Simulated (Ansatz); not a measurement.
Gas-phase electronic energies from Ansatz, PBE0-D4/def2-TZVP geometries. CCSD(T)/CBS is the MP2 limit (def2-TZVPP, def2-QZVPP) plus CCSD(T) − MP2 in def2-TZVPP, frozen cores. This one scheme is used for every species. Functionals use def2-TZVPP. For Se outer-core shells are correlated without core-valence functions, which leaves a few kJ/mol of doubt a bond. Scalar relativity is left out up to krypton. One conformer a species, not always the lowest.

Reaction (ligand exchange at the Si–Se bond): `O[SiH]([SiH3])[SeH]` + H–F → `O[SiH](F)[SiH3]` + H₂Se

`O[SiH]([SiH3])[SeH]`:

```xyz
10

O    -0.667   -0.539   -1.968
Si   -0.454   -0.797   -0.354
Si   -0.301    1.187    0.879
Se    1.413   -2.022    0.139
H     0.079   -0.200   -2.465
H    -1.595   -1.652    0.048
H     0.991    1.851    0.545
H    -0.316    0.878    2.333
H    -1.412    2.126    0.564
H     2.262   -0.831    0.278
```

H–F:

Z-matrix (Å, degrees):
```
F
H 1 0.920
```

`O[SiH](F)[SiH3]`:

```xyz
9

O    -1.036   -1.272   -0.985
Si   -0.407    0.222   -0.765
F    -1.584    1.301   -0.621
Si    0.825    0.154    1.222
H    -1.452   -1.480   -1.824
H     0.363    0.648   -1.965
H     1.366    1.507    1.520
H     1.961   -0.793    1.069
H    -0.037   -0.288    2.349
```

H₂Se:

Z-matrix (Å, degrees):
```
Se
H 1 1.467
H 1 1.467 2 91.2
```

| level | ΔE (kJ/mol) |
| --- | --- |
| r2SCAN-D4 | -76.7 |
| ωB97M-V | -80.4 |
| PBE | -69.1 |
| HF/def2-QZVPP | -107.5 |
| MP2/def2-QZVPP | -68.3 |
| HF/CBS(def2) | -107.9 |
| MP2/CBS(def2) | -65.0 |
| CCSD/CBS(def2) | -77.2 |

Task: What does CCSD(T)/CBS give? (Best estimate.)

Result: The calculation gave: -72.1 kJ/mol. The listed levels differ from it by -4.6, -8.3, 3.0, -35.4, 3.8, -35.8, 7.1, -5.1 kJ/mol.

Largest T1 diagnostic among the species: 0.013.

In def2-TZVPP, CCSD(T) changes the Hartree–Fock value by +27.3 kJ/mol (the triples alone add +5.1 kJ/mol) and MP2 by +34.4 kJ/mol. The D4 term adds +11.1 kJ/mol with B3LYP and +6.1 kJ/mol with PBE0; it sums over pairs of atoms, weighted by their polarisabilities, and B3LYP, whose exchange is more repulsive, gets the larger term.

B3LYP here is the variant with VWN-RPA as its local correlation; programs differ in this.
